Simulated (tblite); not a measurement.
Run record: tight-binding relaxation, `C=C(F)[C@H](C)[BH2-][NH3+]`.

Computed with GFN2-xTB geometry optimisation, gas phase (tblite 0.8.0). Start geometry: from a force field or distance geometry. The command runs a driver script over a list of jobs; the input below is this job's line of settings and its coordinates in Å.

Command:
```bash
OMP_NUM_THREADS=1 python probes_run.py task.json out
```

Input:
```
{"job": {"kind": "relax", "xc": "GFN2-xTB", "basis": "xTB"}, "charge": 0, "multiplicity": 1}
C     -0.577800     2.034100    -0.108300
C     -1.275900     0.903400    -0.202800
F     -2.548400     0.924600     0.297100
C     -0.752400    -0.343100    -0.767800
C     -0.807900    -1.403000     0.357800
B      0.693200    -0.316300    -1.361600
N      1.804800    -0.046800    -0.381800
H     -1.121400     2.886300     0.350300
H      0.433600     2.121800    -0.457100
H     -1.447300    -0.679100    -1.556800
H     -1.624900    -2.144800     0.132600
H     -0.940000    -0.956400     1.341800
H      0.149600    -1.955800     0.312100
H      0.900400    -1.418900    -1.822800
H      0.805600     0.458800    -2.271600
H      1.461400     0.065000     0.620700
H      2.438200    -0.877800    -0.356600
H      2.400400     0.754200    -0.666600
```

Output:
```
step      E/eV     max force
  0    -625.90705    3.826
  1    -626.27892    1.185
  2    -626.34008    0.984
  3    -626.38409    0.473
  4    -626.42680    0.472
  5    -626.45306    0.285
  6    -626.46588    0.290
  7    -626.47798    0.280
  8    -626.48593    0.217
  9    -626.49197    0.234
... (216 lines left out)
226    -626.89746    0.044
227    -626.89761    0.060
228    -626.89784    0.036
229    -626.89800    0.028
230    -626.89813    0.026
231    -626.89819    0.022
232    -626.89824    0.012
233    -626.89827    0.017
234    -626.89828    0.013
235    -626.89829    0.009
```

«max force» is the largest atomic force in eV/Å.

Problem. From which step on does the largest force stay under 0.1 eV/Å, and how much energy is left to gain from there?

Solution. From step 220 (0.059 eV/Å), 3.1 meV above the end.

Summary of the converged run: energy lowered by 22.9 kcal/mol over 235 steps; largest atomic force 0.009 eV/Å at the end.

Hardware: Arm Neoverse N1, one thread, shared host with 64 logical CPUs at a one-minute load of 58. Cost: 2.4 s of wall time.
Labels such as C1 count atoms from 1, the log's own numbers from 0.
